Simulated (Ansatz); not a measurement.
Start from `FBBr` and change one atom or group to get `BBr`.

Ansatz, PBE0-D4/def2-TZVP geometries, multiplicity 1. 

Outer-core shells of Br are correlated without core-valence functions. Scalar relativity is left out up to krypton. Spin–orbit coupling is left out.

| property | `FBBr` |
| --- | --- |
| HOMO–LUMO gap (B3LYP/def2-TZVPP) / eV | 7.00 |
| HOMO energy (PBE0/def2-TZVPP) / eV | -8.78 |
| LUMO energy (PBE0/def2-TZVPP) / eV | -1.27 |
| HOMO–LUMO gap (PBE0/def2-TZVPP) / eV | 7.50 |
| vertical ionisation energy (CCSD(T)/def2-TZVPP) / eV | 11.42 |
| LUMO energy (ωB97M-V/def2-TZVPP) / eV | 0.77 |

Problem. Give the same properties after the change, and the shifts. (An estimate is asked.)

Solution. Computed: 
| property | `BBr` | shift |
| --- | --- | --- |
| HOMO–LUMO gap (B3LYP/def2-TZVPP) / eV | 5.77 | -1.23 |
| HOMO energy (PBE0/def2-TZVPP) / eV | -8.22 | 0.56 |
| LUMO energy (PBE0/def2-TZVPP) / eV | -2.01 | -0.74 |
| HOMO–LUMO gap (PBE0/def2-TZVPP) / eV | 6.21 | -1.29 |
| vertical ionisation energy (CCSD(T)/def2-TZVPP) / eV | 10.87 | -0.55 |
| LUMO energy (ωB97M-V/def2-TZVPP) / eV | -0.01 | -0.78 |

With PBE0 the HOMO rises by 0.56 eV and the LUMO falls by 0.74 eV, so the gap narrows by about 1.30 eV. PBE moves the HOMO by 0.51 eV and ωB97M-V by 0.57 eV.

B3LYP here is the variant with VWN-RPA as its local correlation; programs differ in this.
